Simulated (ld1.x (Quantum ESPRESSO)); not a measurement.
# Before and after: TM potential for Ag (Z = 47)

| Item | Value |
| --- | --- |
| Element | Ag (Z = 47) |
| Generator | ld1.x (Quantum ESPRESSO) 7.5 |
| Type | norm-conserving Troullier–Martins (Kleinman–Bylander form) |
| Functional | PBE |
| Relativity | non-relativistic |
| Frozen core | [Kr] |
| Valence charge | 11 |
| Reference configuration | 4d10 5s0.75 5p0 (charge +0.25) |
| Partial waves | 5p (bound, empty): rc 2.40 bohr; 4d (bound): rc 1.10 bohr; 5s (bound): rc 2.80 bohr |
| Local potential | the s channel |
| Core correction | Bessel-smoothed model core inside 0.55 bohr |

Change: scalar-relativistic.

Cutoffs: the cutoffs (Ry, on a coarse ladder) from which the occupation-weighted sum of valence levels, in a spherical-Bessel basis at the reference potential, stays within 10 and 1 mRy of its value at 400 Ry; they do not see the model core or the augmentation charge, which bear on the density cutoff. Errors are all-electron minus pseudo energies relative to the spin-unpolarised reference configuration.

Predict the effect on cutoff, ghosts and configuration errors.

The potential gets neither clearly harder nor softer (90 Ry and 100 Ry → 90 Ry and 100 Ry); of the 7 tests that both files solve, the error grows in 2 and shrinks in 2 by more than 15 % and 0.3 meV (median size 154.3 → 118.4 meV); neither file shows a bound ghost.

```tsv
quantity	base	changed
cutoff, loose	90 Ry	90 Ry
cutoff, tight	100 Ry	100 Ry
bound ghosts	none	none
error for 4d10 5s1 5p0, meV [ΔE -1.19 → -1.30 eV]	-0.3	-0.1
error for 4d10 5s0 5p0, meV [ΔE 6.00 → 6.46 eV]	-6.1	-7.8
error for 4d9 5s0 5p0, meV [ΔE 28.42 → 28.57 eV]	-183	-160
error for 4d9 5s1 5p0, meV [ΔE 12.49 → 11.85 eV]	-154	-118
error for 4d9 5s1 5p1, meV [ΔE 7.93 → 7.27 eV]	-187	-153
error for 4d10 5s0.5 5p0, meV [ΔE 1.58 → 1.72 eV]	-0.5	-0.9
error for 4d8 5s0 5p0, meV [ΔE 65.08 → 64.76 eV]	-926	-806
s: phases at 3.06 bohr within 0.05 rad from the reference energy up to (Ry; the scan ends near 5)	1.7	1.6
p: phases at 3.06 bohr within 0.05 rad from the reference energy up to (Ry; the scan ends near 5)	2.8	2.6
d: phases at 3.06 bohr within 0.05 rad from the reference energy up to (Ry; the scan ends near 5)	0.5	0.6
```
